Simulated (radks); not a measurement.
Species: Zn XIII. Configuration: [Ar] (the NIST ground configuration).

Calculated with a radial shooting solver on a logarithmic mesh with Libxc functionals: scalar-relativistic Kohn-Sham, PBEsol, spin-polarised, spherical densities, finite nucleus; Fermi nuclear charge, rms radius 3.9283 fm.

Energy parts (Ry):
part                       energy
total                 -3467.34825
kinetic                3525.58474
electron-nucleus      -7850.13537
Hartree                 973.83664
exchange-correlation   -116.63426

Orbitals (lengths in bohr, moments of r in powers of bohr; r(90%) holds 90 % of the orbital's charge):
[
 {"orbital": "1s", "occ.": "2", "eigenvalue (Ry)": "-726.5472", "r(90%)": "0.0900"},
 {"orbital": "2s", "occ.": "2", "eigenvalue (Ry)": "-112.6480", "r(90%)": "0.348"},
 {"orbital": "2p", "occ.": "6", "eigenvalue (Ry)": "-101.3649", "r(90%)": "0.322"},
 {"orbital": "3s", "occ.": "2", "eigenvalue (Ry)": "-32.99508", "r(90%)": "0.887"},
 {"orbital": "3p", "occ.": "6", "eigenvalue (Ry)": "-29.49088", "r(90%)": "0.903"}
]

The highest occupied level is 3p at -401.24 eV. Summed over all electrons, <r^2> = 3.789 bohr^2, which gives a Langevin (diamagnetic) susceptibility term of -3 x 10^-6 cm^3/mol. The density falls to 0.001 e/bohr^3 at r = 1.61 bohr. The electron density at the nucleus is 2.538e+04 e/bohr^3 (large components only). For comparison, the ionisation energy in NIST's Atomic Spectra Database is 418 eV (semi-empirical). In exact Kohn-Sham theory the highest level is minus the ionisation energy, but local and semilocal functionals leave it too shallow, through self-interaction and a potential that decays too fast; potentials with the right tail come closer.
